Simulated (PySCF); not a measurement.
PySCF input (TPSS/def2-TZVPD):

```python
from pyscf import gto, scf, dft

mol = gto.M(
    atom='''
    N    -0.05786237   -0.03195295   -0.51104199
    N    -0.06063369   -0.00522076    0.65553282
    H     0.82947243    0.26021596   -1.01143575
    ''',
    basis='def2-tzvpd',
    charge=0,
    spin=1,
    verbose=4,
)

mf = dft.UKS(mol, xc='tpss').density_fit(auxbasis='def2-universal-jkfit')
mf.grids.level = 3
mf.conv_tol = 1e-9
mf.max_cycle = 100
mf.max_memory = 1500
mf.kernel()
if not mf.converged:
    mf = mf.newton()
    mf.kernel(mf.make_rdm1())
for _ in range(2):
    mo, _, stable, _ = mf.stability(return_status=True)
    if stable:
        break
    mf.kernel(mf.make_rdm1(mo, mf.mo_occ))
mf.analyze()
```

Output:

```
PySCF version 2.14.0

[INPUT] verbose = 4
[INPUT] num. atoms = 3
[INPUT] num. electrons = 15
[INPUT] charge = 0
[INPUT] spin (= nelec alpha-beta = 2S) = 1
[INPUT] symmetry False subgroup None
[INPUT] Mole.unit = angstrom
[INPUT] Symbol           X                Y                Z      unit          X                Y                Z       unit  Magmom
[INPUT]  1 N     -0.057862370000  -0.031952950000  -0.511041990000 AA   -0.109344032218  -0.060382324372  -0.965729399253 Bohr   0.0
[INPUT]  2 N     -0.060633690000  -0.005220760000   0.655532820000 AA   -0.114581068022  -0.009865806562   1.238777495464 Bohr   0.0
[INPUT]  3 H      0.829472430000   0.260215960000  -1.011435750000 AA    1.567475720577   0.491736897641  -1.911336560094 Bohr   0.0

nuclear repulsion = 27.6577521912596
number of shells = 31
number of NR pGTOs = 115
number of NR cGTOs = 83
basis = def2-tzvpd
ecp = {}

******** <class 'pyscf.df.df_jk.DFUKS'> ********
method = DFUKS
initial guess = minao
damping factor = 0
level_shift factor = 0
DIIS = <class 'pyscf.scf.diis.CDIIS'>
diis_start_cycle = 1
diis_space = 8
diis_damp = 0
SCF conv_tol = 1e-09
SCF conv_tol_grad = None
SCF max_cycles = 100
direct_scf = False
number electrons alpha = 8  beta = 7
XC library pyscf.dft.libxc version 7.1.2
    S. Lehtola, C. Steigemann, M. J. T. Oliveira, and M. A. L. Marques,  SoftwareX 7, 1–5 (2018)
XC functionals = tpss
    J. Tao, J. P. Perdew, V. N. Staroverov, and G. E. Scuseria,  Phys. Rev. Lett. 91, 146401 (2003)
    J. P. Perdew, J. Tao, V. N. Staroverov, and G. E. Scuseria,  J. Chem. Phys. 120, 6898 (2004)
    J. Tao, J. P. Perdew, V. N. Staroverov, and G. E. Scuseria,  Phys. Rev. Lett. 91, 146401 (2003)
    J. P. Perdew, J. Tao, V. N. Staroverov, and G. E. Scuseria,  J. Chem. Phys. 120, 6898 (2004)
radial grids:
    Treutler-Ahlrichs [JCP 102, 346 (1995); DOI:10.1063/1.469408] (M4) radial grids

becke partition: Becke, JCP 88, 2547 (1988); DOI:10.1063/1.454033
pruning grids: <function nwchem_prune>
grids dens level: 3
symmetrized grids: False
atomic radii adjust function: <function treutler_atomic_radii_adjust>
small_rho_cutoff = 0
Set gradient conv threshold to 3.16228e-05
tot grids = 37616
init E= -110.26539246536
  alpha nocc = 8  HOMO = -0.151334242463207  LUMO = -0.0897339592518023
  beta  nocc = 7  HOMO = -0.387373522331016  LUMO = -0.151334242463207

WARN: HOMO -0.151334242463207 >= LUMO -0.151334242463207

cycle= 1 E= -110.088488267026  delta_E= 0.177  |g|= 0.122  |ddm|= 1.03
[...]
  beta  nocc = 7  HOMO = -0.351752893859171  LUMO = -0.101347652649837
  HOMO = -0.180402753861  LUMO = -0.10134765265  gap/eV = 2.15120
Extra cycle  E= -110.097151332593  delta_E= 6.07e-11  |g|= 1.32e-05  |ddm|= 1.08e-05
converged SCF energy = -110.097151332593  <S^2> = 0.75491059  2S+1 = 2.0049046
uhf_internal: lowest eigs of H = [0.1424275  0.32702598 0.34178206]
<class 'pyscf.df.df_jk.DFUKS'> wavefunction is stable in the internal stability analysis
**** SCF Summaries ****
Total Energy =                        -110.097151332593327
Nuclear Repulsion Energy =              27.657752191259551
One-electron Energy =                 -203.327136187776546
Two-electron Energy =                   65.572232663923685
Two-electron Coulomb Energy =           79.684790589277370
DFT Exchange-Correlation Energy =      -14.112557925353686
HOMO-LUMO gap [eV] =                     2.151198875913982
**** MO energy ****
                             alpha | beta                alpha | beta
MO #1   energy= -14.1879473975501  | -14.184720194371   occ= 1 | 1
MO #2   energy= -14.1750159339215  | -14.1594065431466  occ= 1 | 1
MO #3   energy= -1.01191007018085  | -0.997983448088512 occ= 1 | 1
MO #4   energy= -0.629646267099929 | -0.605934698594893 occ= 1 | 1
MO #5   energy= -0.445853888287488 | -0.407848861788374 occ= 1 | 1
MO #6   energy= -0.399074590975229 | -0.390956568461917 occ= 1 | 1
MO #7   energy= -0.38018147058736  | -0.351752893859171 occ= 1 | 1
MO #8   energy= -0.180402753861252 | -0.101347652649837 occ= 1 | 0
MO #9   energy= -0.0889975592496342 | -0.0756338675300642 occ= 0 | 0
MO #10  energy= -0.00087480595444589 | 0.0146590617237976 occ= 0 | 0
MO #11  energy= 0.0699920356535907 | 0.0779010770446768 occ= 0 | 0
MO #12  energy= 0.0890909200728148 | 0.0997261828558383 occ= 0 | 0
MO #13  energy= 0.112912862957316  | 0.121812418691349  occ= 0 | 0
MO #14  energy= 0.147071129594771  | 0.15533489121411   occ= 0 | 0
MO #15  energy= 0.202933953214501  | 0.216395166996826  occ= 0 | 0
MO #16  energy= 0.235280187121581  | 0.250923702451072  occ= 0 | 0
MO #17  energy= 0.250753784580836  | 0.256801369328398  occ= 0 | 0
MO #18  energy= 0.250834359574204  | 0.271658145104458  occ= 0 | 0
MO #19  energy= 0.281062937991348  | 0.285972711547706  occ= 0 | 0
MO #20  energy= 0.307586697044777  | 0.315709719059882  occ= 0 | 0
MO #21  energy= 0.328682288422514  | 0.338179080086536  occ= 0 | 0
MO #22  energy= 0.378788871293786  | 0.392260128451877  occ= 0 | 0
MO #23  energy= 0.3857284164201    | 0.395520595649875  occ= 0 | 0
MO #24  energy= 0.410655232185602  | 0.413968541019199  occ= 0 | 0
MO #25  energy= 0.411604407479358  | 0.422332568498155  occ= 0 | 0
MO #26  energy= 0.44199122268567   | 0.456625035291039  occ= 0 | 0
MO #27  energy= 0.481516669503847  | 0.488080296648399  occ= 0 | 0
MO #28  energy= 0.538385520839856  | 0.553526934691348  occ= 0 | 0
MO #29  energy= 0.598471121594594  | 0.615246637152137  occ= 0 | 0
MO #30  energy= 0.611596017222966  | 0.631072155542714  occ= 0 | 0
MO #31  energy= 0.670715970701437  | 0.684662208144431  occ= 0 | 0
MO #32  energy= 0.717117514951546  | 0.723517195612158  occ= 0 | 0
MO #33  energy= 0.730720863835387  | 0.747354892857326  occ= 0 | 0
MO #34  energy= 0.758385131346234  | 0.763645224430785  occ= 0 | 0
MO #35  energy= 0.955765981523935  | 0.969380748426524  occ= 0 | 0
MO #36  energy= 1.07464720274988   | 1.09155437122679   occ= 0 | 0
MO #37  energy= 1.08489673914224   | 1.10284677251726   occ= 0 | 0
MO #38  energy= 1.17264955175487   | 1.1792073646235    occ= 0 | 0
MO #39  energy= 1.22496027966946   | 1.2495563914346    occ= 0 | 0
MO #40  energy= 1.34022145676453   | 1.37088590854734   occ= 0 | 0
MO #41  energy= 1.39614747017044   | 1.42407771519064   occ= 0 | 0
MO #42  energy= 1.47611189272582   | 1.48966535602758   occ= 0 | 0
MO #43  energy= 1.52889657523308   | 1.5609649953264    occ= 0 | 0
MO #44  energy= 1.60794674083193   | 1.61712609020539   occ= 0 | 0
MO #45  energy= 1.83420389701739   | 1.84692063072436   occ= 0 | 0
MO #46  energy= 1.84004434246742   | 1.86725780673069   occ= 0 | 0
MO #47  energy= 2.03283788907275   | 2.06529527239287   occ= 0 | 0
MO #48  energy= 2.06621604911292   | 2.08209505584147   occ= 0 | 0
MO #49  energy= 2.13040593276897   | 2.16911876398839   occ= 0 | 0
MO #50  energy= 2.1551046292502    | 2.18797097284531   occ= 0 | 0
MO #51  energy= 2.30947008183713   | 2.34038013717203   occ= 0 | 0
MO #52  energy= 2.46160209337938   | 2.4745575722708    occ= 0 | 0
MO #53  energy= 2.53783519332053   | 2.57189354311158   occ= 0 | 0
MO #54  energy= 2.6132094845437    | 2.63151636241235   occ= 0 | 0
MO #55  energy= 2.61943901188472   | 2.65345648043783   occ= 0 | 0
MO #56  energy= 3.00771239834901   | 3.02824184282342   occ= 0 | 0
MO #57  energy= 3.09973773816342   | 3.11743465962118   occ= 0 | 0
MO #58  energy= 3.51369634130688   | 3.53527165315215   occ= 0 | 0
MO #59  energy= 3.60244815663333   | 3.62268180338517   occ= 0 | 0
MO #60  energy= 3.64117749468281   | 3.65505824198317   occ= 0 | 0
MO #61  energy= 3.73398447372186   | 3.77044834917249   occ= 0 | 0
MO #62  energy= 3.78864064592098   | 3.82204231888674   occ= 0 | 0
MO #63  energy= 3.89038657552536   | 3.93150032616985   occ= 0 | 0
MO #64  energy= 4.04301246227177   | 4.06921638221101   occ= 0 | 0
MO #65  energy= 4.16621996055275   | 4.18969307240532   occ= 0 | 0
MO #66  energy= 4.4543068969949    | 4.50178648343827   occ= 0 | 0
MO #67  energy= 4.49100920488105   | 4.53235628332157   occ= 0 | 0
MO #68  energy= 4.52997314679299   | 4.56122281544273   occ= 0 | 0
MO #69  energy= 4.55431925088962   | 4.57698390434755   occ= 0 | 0
MO #70  energy= 4.62646986653878   | 4.66194344260008   occ= 0 | 0
MO #71  energy= 4.6700344994388    | 4.71141305906199   occ= 0 | 0
MO #72  energy= 4.73901317942081   | 4.77578235173207   occ= 0 | 0
MO #73  energy= 4.81169656601887   | 4.84124426920589   occ= 0 | 0
MO #74  energy= 4.8840230428447    | 4.91055112896687   occ= 0 | 0
MO #75  energy= 4.97284835846813   | 4.99472886420769   occ= 0 | 0
MO #76  energy= 5.04955687131356   | 5.09365848759446   occ= 0 | 0
MO #77  energy= 5.397919575649     | 5.43293721613564   occ= 0 | 0
MO #78  energy= 6.00456238634913   | 6.0332471736947    occ= 0 | 0
MO #79  energy= 6.08614817188346   | 6.10807173558987   occ= 0 | 0
MO #80  energy= 6.09054333034883   | 6.12735790039067   occ= 0 | 0
MO #81  energy= 6.69014184310231   | 6.71532133060323   occ= 0 | 0
MO #82  energy= 31.7870604156566   | 31.8027361518208   occ= 0 | 0
MO #83  energy= 32.1756048827028   | 32.1851823906276   occ= 0 | 0

To work with the spin densities directly, `use mulliken_meta_spin()` only printing them here.

 ** Mulliken spin pop alpha/beta on meta-lowdin orthogonal AOs **
 ** Mulliken Spin Density (per AO)  **
spin_pop of  0 N 1s       -0.00000
spin_pop of  0 N 2s        0.05536
spin_pop of  0 N 3s        0.00409
spin_pop of  0 N 4s       -0.00002
spin_pop of  0 N 5s       -0.00004
spin_pop of  0 N 6s       -0.00001
spin_pop of  0 N 2px       0.07440
spin_pop of  0 N 2py      -0.01159
spin_pop of  0 N 2pz       0.03236
spin_pop of  0 N 3px       0.00068
spin_pop of  0 N 3py       0.00009
spin_pop of  0 N 3pz       0.00100
spin_pop of  0 N 4px       0.00003
spin_pop of  0 N 4py       0.00000
spin_pop of  0 N 4pz       0.00000
spin_pop of  0 N 3dxy     -0.00008
[...]
```

It need not be the lowest isomer of its formula.
